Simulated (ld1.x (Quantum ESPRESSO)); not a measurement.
Which change was made? (Sr, TM)

* Element: strontium (Sr)
* Generator: ld1.x (Quantum ESPRESSO) 7.5
* Type: norm-conserving Troullier–Martins (Kleinman–Bylander form)
* Functional: PBE
* Relativity: fully relativistic
* Frozen core: [Ar] 3d10
* Valence charge: 10
* Reference configuration: 4s2 4p6 4d0 5s2 5p0
* Partial waves: 4p (bound): rc 2.65 bohr; 4d (bound, empty): rc 3.00 bohr; 4s (bound): rc 2.35 bohr
* Local potential: the s channel
* Core correction: none

Open shells are filled in proportion to 2j + 1 (rel_dist='average').

Occupied shells without a wave of their own: 5s. They enter only through the test configuration that unscreens the potential.

Cutoffs, loose and tight: the cutoffs (Ry, on a coarse ladder) from which the occupation-weighted sum of valence levels, in a spherical-Bessel basis at the reference potential, stays within 10 and 1 mRy of its value at 400 Ry. They do not see the model core or the augmentation charge, which bear on the density cutoff. Test errors are all-electron minus pseudo excitation energies from the reference, over the configurations 4s2 4p6 4d0 5s1 5p0; 4s2 4p6 4d0 5s0 5p0; 4s2 4p6 4d0 5s1.5 5p0; 4s2 4p5 4d0 5s2 5p0; 4s1 4p6 4d0 5s2 5p0; 4s2 4p6 4d1 5s0 5p0; 4s2 4p6 4d0 5s0 5p2; variants that change the core or the reference have their own tests.

The base gives: outcome: generated, misses its reference levels by 0.88 eV; cutoff, loose: 18 Ry; cutoff, tight: 35 Ry; bound ghosts: none; largest test error (meV): -3459.

Task: After one change the result is: outcome: generated, misses its reference levels by 0.27 eV; cutoff, loose: 18 Ry; cutoff, tight: 30 Ry; bound ghosts: none; largest test error (meV): -1161. Which change was it?
A. scalar-relativistic
B. core correction a·sin(br)/r model core inside 1.04 bohr
C. local potential the d channel

Result: C. The others give: core correction a·sin(br)/r model core inside 1.04 bohr → outcome: failed: run_pseudo: Errors in PS-KS equation | scalar-relativistic → outcome: generated, misses its reference levels by 0.89 eV; cutoff, loose: 18 Ry; cutoff, tight: 35 Ry; bound ghosts: none; largest test error (meV): -3464.
